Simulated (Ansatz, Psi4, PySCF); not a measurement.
C₂H₆SSe (SMILES CS[Se]C), singlet, geometry from GFN2-xTB, atoms displaced at random by about 0.03 Å a coordinate. Base run: R2SCAN/6-31G, gradient (PySCF).

PySCF was given this input:
```python
from pyscf import gto, scf, dft

mol = gto.M(
    atom='''
Se    0.293587    0.342325    0.769842
C     1.141153    1.606199   -0.489862
H     1.953786    1.120809   -1.065844
H     1.561473    2.410444    0.108507
H     0.406340    1.988866   -1.168158
S    -0.274714   -1.237978   -0.602813
C    -1.905421   -0.721565   -1.139324
H    -2.563562   -0.658868   -0.325025
H    -2.268574   -1.563671   -1.810829
H    -1.893406    0.170273   -1.666882
''',
    basis='6-31g',
    charge=0,
    spin=0,
    verbose=4,
)

mf = dft.RKS(mol)
mf.xc = 'r2scan'
mf.kernel()
g = mf.nuc_grad_method()
grad = g.kernel()
```

Programs used: Ansatz (a first-principles code), Psi4, PySCF; a row that names a program was run with it.

The coordinate followed is z of atom 5.

Variants of this job, named by their change:

```
change                                                  dE/dx (Eh/bohr)  net force (Eh/bohr)
------------------------------------------------------  ---------------  -------------------
base                                                           0.008961             0.000662
density fitting = on; auxbasis_response = off                  0.008974             0.000508
conv_tol = 1e-4                                                0.008951             0.000659
finite difference step (bohr) = 1e-4; conv_tol = 1e-11         0.008960                    -
finite difference step (bohr) = 1e-3; conv_tol = 1e-11         0.008960                    -
density fitting = on                                           0.008950             0.000661
code = psi4                                                    0.008974             0.002361
finite difference step (bohr) = 0.2; conv_tol = 1e-11          0.009929                    -
conv_tol = 1e-6                                                0.008963             0.000661
code = ansatz                                                  0.008970             0.000000
grids.level = 0; grid_response = off                           0.010063             0.051924
grids.level = 5; grid_response = off                           0.008958             0.000090
```

The net force is zero for an exact gradient.
